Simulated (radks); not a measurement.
Isoelectronic series with 25 electrons, each ion in its NIST ground configuration. Calculated with a radial shooting solver on a logarithmic mesh with Libxc functionals: Dirac Kohn-Sham, LDA (Slater exchange, Perdew-Wang correlation), spin-unpolarised, spherical densities, finite nucleus; open shells fill j = l - 1/2 first; Fermi nuclear charge, rms radius of each element as measured or else 0.836 A^(1/3) + 0.57 fm. Total energies (hartree) and orbital eigenvalues (eV):

ion    configuration  E (hartree)      3d5/2      3d3/2
Sn25+       [Ar] 3d7  -5826.11899  -1311.111  -1321.316
Te27+       [Ar] 3d7  -6369.71879  -1499.738  -1512.266
Xe29+       [Ar] 3d7  -6939.92209  -1700.500  -1715.725
Ba31+       [Ar] 3d7   -7537.1120  -1913.392  -1931.727
Ce33+       [Ar] 3d7   -8161.7062  -2138.414  -2160.310
Nd35+       [Ar] 3d7   -8814.1501  -2375.564  -2401.518
Sm37+       [Ar] 3d7   -9494.8896  -2624.847  -2655.398
Gd39+       [Ar] 3d7  -10204.4824  -2886.264  -2922.000
Dy41+       [Ar] 3d7  -10943.4633  -3159.822  -3201.380
Er43+       [Ar] 3d7  -11712.4355  -3445.527  -3493.594
Yb45+       [Ar] 3d7  -12512.0085  -3743.386  -3798.704
Hf47+       [Ar] 3d7  -13342.8903  -4053.408  -4116.776
W49+        [Ar] 3d7  -14205.8201  -4375.602  -4447.877
Os51+       [Ar] 3d7  -15101.5567  -4709.979  -4792.079
Pt53+       [Ar] 3d7  -16031.0110  -5056.549  -5149.455
Hg55+       [Ar] 3d7  -16995.0526  -5415.324  -5520.085
